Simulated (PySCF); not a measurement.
Compound: C2H7FOSi2.
Numbering: `[F:1][Si@H:2]1[CH2:3][CH2:4][SiH2:5][O:6]1`

Structure used (PBE0-D3(BJ)/def2-SVP), in Å, numbered top down from 1:
```
atom  x, y, z in Å
F1     1.5493   -1.2099    1.8385
Si2    1.2852   -0.9195    0.2630
C3    -0.5371   -1.0965   -0.1528
C4    -1.1894    0.2814    0.1072
Si5    0.1186    1.5941   -0.3040
O6     1.5228    0.6966   -0.0434
H7     2.2495   -1.7587   -0.4862
H8    -0.6029   -1.3562   -1.2250
H9    -1.0356   -1.9113    0.3957
H10   -2.1289    0.4110   -0.4529
H11   -1.4428    0.3834    1.1759
H12    0.0719    2.0424   -1.7277
H13    0.0881    2.7833    0.5929
```

Probes without a nucleus sit at each ring's centroid and 1 Å off its mean plane on both sides; NICS is minus the shielding there, NICSzz its component along the normal. Level: GIAO PBE0/pcSseg-1 (PySCF, non-relativistic, gas phase) on the PBE0-D3(BJ)/def2-SVP geometry, one conformer.

Ring bond lengths (Å), with Mayer bond orders in brackets: Si2–C3 1.878 (0.90), C3–C4 1.547 (1.01), C4–Si5 1.898 (0.91), Si5–O6 1.687 (0.90), O6–Si2 1.662 (0.96).

**Question.** Give the NICS values of each ring in ppm.

**Answer.** 
| ring | type | NICS(0) | NICS(1), two faces | NICS(1)zz, two faces | rms pucker (Å) | centre to ring atoms, mean (Å) |
| --- | --- | --- | --- | --- | --- | --- |
| Si2–C3–C4–Si5–O6 | 5-membered ring with O and 2 Si; formal bonds all single | -5.0 | -3.3 / -2.8 | -2.8 / -1.5 | 0.16 | 1.46 |

**Question.** What can be read from them?

**Answer.** 
- Si2–C3–C4–Si5–O6: mean NICS(1)zz -2.2 ppm, near zero. Si2, C3, C4, Si5 have four or more neighbours, so the value isn't read as a sign of a π ring current.

**Question.** At the second NICS(1) probe listed for ring Si2–C3–C4–Si5–O6, 1 Å off the ring, how large is the induced field along the normal in 1 T applied along it?

**Answer.** NICSzz × B0 = -1.5 ppm × 1 T = -2 μT, against the applied field.

**Question.** How do the values depend on the level or the medium?

**Answer.** 
```tsv
level	NICS(0), Si2–C3–C4–Si5–O6	mean NICS(1)zz, Si2–C3–C4–Si5–O6
PBE0/pcSseg-1, gas	-5.0	-2.2
WP04/pcSseg-2, gas	-4.1	-1.3
PBE0/pcSseg-1, IEF-PCM acetonitrile	-5.1	-2.1
PBE0/pcSseg-1, IEF-PCM methanol	-5.1	-2.1
```

The geometry is the same throughout; the continuum's cavity takes Bondi-type radii × 1.2.
